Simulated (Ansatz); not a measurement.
One change: `C[O][Ge]([OH])([F])[Cl]` becomes `[OH][Ge]([F])([Cl])[GeH3]`.

Ansatz, PBE0-D4/def2-TZVP geometries, multiplicity 1. Each molecule was computed in one conformer, which needn't be the lowest.

Scalar relativity is left out up to krypton.

| property | `C[O][Ge]([OH])([F])[Cl]` |
| --- | --- |
| HOMO energy (ωB97M-V/def2-TZVPP) / eV | -11.32 |
| HOMO energy (PBE0/def2-TZVPP) / eV | -8.90 |
| size of the dipole moment (ωB97M-V/def2-TZVPP) / D | 2.33 |
| LUMO energy (PBE0/def2-TZVPP) / eV | -0.79 |
| HOMO–LUMO gap (PBE/def2-TZVPP) / eV | 5.37 |
| HOMO–LUMO gap (ωB97M-V/def2-TZVPP) / eV | 12.51 |

(1) What does the change do to each property? (Estimate.)

## Answers

(1) The calculation gave: 
```
                                          property  `[OH][Ge]([F])([Cl])[GeH3]`  shift
             HOMO energy (ωB97M-V/def2-TZVPP) / eV                       -10.94   0.38
                HOMO energy (PBE0/def2-TZVPP) / eV                        -8.87   0.03
size of the dipole moment (ωB97M-V/def2-TZVPP) / D                         1.96  -0.37
                LUMO energy (PBE0/def2-TZVPP) / eV                        -0.74   0.05
               HOMO–LUMO gap (PBE/def2-TZVPP) / eV                         5.89   0.52
           HOMO–LUMO gap (ωB97M-V/def2-TZVPP) / eV                        12.09  -0.42
```

Dipoles are sizes alone; their direction can turn.
